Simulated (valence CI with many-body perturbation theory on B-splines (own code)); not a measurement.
**Ni22+: calculated level list**

Computed by relativistic CI+MBPT: four valence electrons over a frozen Dirac-Fock core [He], radial functions for each j: 11 s, 11 p, 10 d, 8 f, 5 g, 2 h, with the one-electron correlation potential Σ1 (screened to all orders), the two-electron term Σ2, the three-electron term Σ3, Breit, model QED; selected single and double excitations, second order for the rest, scaled by the run's own slope (own B-spline code, finite nucleus).

No measured levels were compared; by estimate levels of excited configurations hold to 0.05 to 0.15 % of their energy, terms of the ground configuration to about 0.5 %. Among the levels kept, up to 1100 cm⁻¹ of a level comes from second order outside the variational space, and about a tenth of that is noise between levels of different J, which matters for small intervals.

Levels 46 to 90 of 197, with energies above the lowest level, 2s2.2p2 3P_0. "Leading %" is the weight of the configuration and term that name the level; weights of strongly mixed levels are sums over their largest components and can fall short. Lifetimes count E1, E2, E3, M1 and M2 decay at the calculated energies, and are blank where another channel may lead or the interval is too uncertain; long ones can be off by a factor of two.

```
No.  Configuration  Term  J  E (eV)  Leading %  Lifetime      g
 46      2s2.2p.3d   3D°  3  1212.6         68   36.8 fs  1.251
 47      2s.2p2.3p   5D°  0  1213.6         69    151 fs       
 48      2s.2p2.3p   5D°  1  1213.9         32   74.0 fs  1.510
 49      2s2.2p.3d   3P°  2  1214.7         50   39.2 fs  1.331
 50      2s2.2p.3d   3P°  1  1215.3         45   80.5 fs  1.439
 51      2s2.2p.3d   3P°  0  1215.5         77   73.2 fs       
 52      2s.2p2.3s    3P  2  1218.5         80    250 fs  1.449
 53      2s.2p2.3p   5D°  2  1220.8         67   17.9 ps  1.585
 54      2s2.2p.3d   1F°  3  1222.1         81   23.3 fs  1.044
 55      2s.2p2.3p   3S°  1  1222.1         28   86.6 fs  1.509
 56      2s2.2p.3d   1P°  1  1223.1         52   52.7 fs  1.310
 57      2s.2p2.3p   3D°  1  1227.0         42    140 fs  1.416
 58      2s.2p2.3p   5P°  2  1228.2         44    635 fs  1.626
 59      2s.2p2.3p   5D°  3  1229.2         84   26.0 ps  1.513
 60      2s.2p2.3p   3D°  1  1232.7         44    162 fs  1.466
 61      2s.2p2.3p   5P°  3  1234.3         58    539 fs  1.532
 62      2s.2p2.3p   3D°  2  1237.1         73    133 fs  1.309
 63      2s.2p2.3p   5D°  4  1237.1         92    153 ps  1.478
 64      2s.2p2.3s    3D  1  1237.5         91    227 fs  0.545
 65      2s.2p2.3s    3D  2  1239.0         80    238 fs  1.184
 66      2s.2p2.3p   3P°  0  1241.5         91    120 fs       
 67      2s.2p2.3p   5S°  2  1241.9         74   1.15 ps  1.903
 68      2s.2p2.3s    3D  3  1242.0         89    213 fs  1.356
 69      2s.2p2.3d    5F  1  1244.2         83   1.61 ps  0.176
 70      2s.2p2.3d    5F  2  1245.5         66    506 fs  1.147
 71      2s.2p2.3p   3D°  3  1245.8         64    140 fs  1.385
 72      2s.2p2.3p   3P°  2  1245.9         77    129 fs  1.460
 73      2s.2p2.3p   3P°  1  1246.0         69    115 fs  1.478
 74      2s.2p2.3d    5F  3  1248.4         50    181 fs  1.374
 75      2s.2p2.3s    1D  2  1249.3         80    388 fs  1.066
 76      2s.2p2.3s    3P  1  1252.6         45    268 fs  1.608
 77      2s.2p2.3s    3P  0  1253.4         78    268 fs       
 78      2s.2p2.3d    5F  4  1255.7         71   3.30 ps  1.383
 79      2s.2p2.3d    5D  2  1256.6         31    117 fs  1.381
 80      2s.2p2.3d    5D  0  1256.7         93   1.68 ps       
 81      2s.2p2.3d    5D  1  1256.8         75    306 fs  1.397
 82      2s.2p2.3d    5F  3  1257.7         43   73.7 fs  1.423
 83      2s.2p2.3d    3F  2  1258.8         41   81.5 fs  1.097
 84      2s.2p2.3p   3F°  2  1262.6         63    315 fs  0.809
 85      2s.2p2.3d    5F  5  1262.8         93    765 ps  1.383
 86      2s.2p2.3d    5D  4  1263.8         59   60.5 ps  1.416
 87      2s.2p2.3d    3F  2  1264.5         50   82.6 fs  1.086
 88      2s.2p2.3d    5P  3  1266.5         46   48.8 fs  1.459
 89      2s.2p2.3p   3D°  1  1267.5         66    210 fs  0.718
 90      2s.2p2.3d    3P  1  1268.3         68   70.7 fs  1.351
```

Names give the largest LS component (configuration and term), which can be under half, so a name can repeat, a term be missing and a line seem to break the LS rules; names also repeat where a configuration has a term twice.
